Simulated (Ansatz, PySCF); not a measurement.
W(NH)(S)(NH2)2 (H₅N₃SW), SMILES [NH]=[W]([NH2])([NH2])=[S], multiplicity 1. Atoms are numbered in the order given.

```xyz
10

W     -0.1405    -0.0285     0.0000
N     -0.8547    -1.6226     0.0000
H     -0.7876    -2.6375     0.0000
S      2.0144     0.0029     0.0000
N     -0.7986     0.8382    -1.6111
H     -0.3613     1.6540    -2.0302
H     -1.5798     0.5089    -2.1684
N     -0.7986     0.8382     1.6111
H     -1.5798     0.5089     2.1684
H     -0.3613     1.6540     2.0302
```
Charge 0, spin multiplicity 1.

Coordinates come from a PBE0-D3(BJ)/def2-SVP optimisation. The multiplicity is an assumed one; no other spin state was optimised. The structure was generated by enumeration; whether it is a known compound was not checked. The def2 effective core potentials stand for the cores of W; spin–orbit coupling is left out. Other conformers were not sampled.

Vertical ionisation energy (IE) and electron affinity (EA) in eV. Rows of orbital energies are one-electron estimates. Where ΔSCF, EOM or ADC give a negative EA the extra electron is unbound and the value depends on the basis.

```json
[
 {"level": "−ε(HOMO), −ε(LUMO), M06-2X/def2-TZVP (PySCF)", "IE": "8.00", "EA": "0.55"},
 {"level": "−ε(HOMO), −ε(LUMO), PBE/def2-TZVP (PySCF)", "IE": "5.67", "EA": "2.18"},
 {"level": "ΔSCF, PBE0/def2-SVPD (Ansatz), final states of multiplicity 2 and 2", "IE": "[?]", "EA": "[?]"},
 {"level": "ΔSCF, PBE/def2-SVPD (Ansatz), final states of multiplicity 2 and 2", "IE": "8.48", "EA": "-0.27"}
]
```

Task: Fill in the missing entries. (The exact figures need the calculation; the answer reports its results.)

Result: 
- ΔSCF, PBE0/def2-SVPD (Ansatz, an electronic-structure program), final states of multiplicity 2 and 2, IE: 8.74
- ΔSCF, PBE0/def2-SVPD (Ansatz), final states of multiplicity 2 and 2, EA: -0.06

Task: What vertical singlet–triplet gap does ΔSCF give with PBE0/def2-SVPD (Ansatz) and with PBE/def2-SVPD (Ansatz)? (Estimate from the structure and the level; the computed values follow.)

Result: 3.31 and 3.35 eV (triplet above singlet where positive).
